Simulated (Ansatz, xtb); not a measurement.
Relaxing a trial structure of C2HFMg2

The starting geometry of this gas-phase singlet was built from a drawn formula by distance geometry and a force field; its bonds are those of `[C]=[C]([MgH])[Mg][F]`.

```xyz
6

C    -0.9408   -1.2649    1.7727
C     0.1806   -0.7206    1.4702
F     3.4024   -0.9601    3.9074
Mg    0.3098    0.4039   -0.4395
Mg    1.8273   -0.7908    2.7279
H     0.4615    1.3458   -1.9512
```

**Question.** Where would you expect an optimisation with r2SCAN-D4/def2-SVP to take it?

**Answer.** It rearranges to `[F][Mg][C]#[C][MgH]`. Distances that change by over a tenth: F3–Mg5 (1.98 → 1.76 Å). Contacts that open: C2–Mg4 (2.22 → 3.28 Å). Contacts that close: C1–Mg4 (3.04 → 2.04 Å).

The energy falls by 1.50 eV over 19 steps:

```tsv
step	E − E(last) (eV)
1	1.498
3	0.775
5	0.579
7	0.428
9	0.300
11	0.154
13	0.040
15	0.004
17	0.000
19	0.000
```

Final geometry (Å):

```xyz
6

C     0.5896   -0.1368    0.7264
C     1.1575   -0.5230    1.7642
F     2.8807   -1.6947    4.9145
Mg   -0.3427    0.4951   -0.9744
Mg    2.0756   -1.1476    3.4427
H    -1.1199    1.0203   -2.3858
```

From the same start GFN2-xTB reaches the same bonding as this run.

No frequencies were run, so the end isn't proven a minimum. Run with Ansatz 0.2.0, 65 s on 1 thread of Arm Neoverse V1, on a shared host.
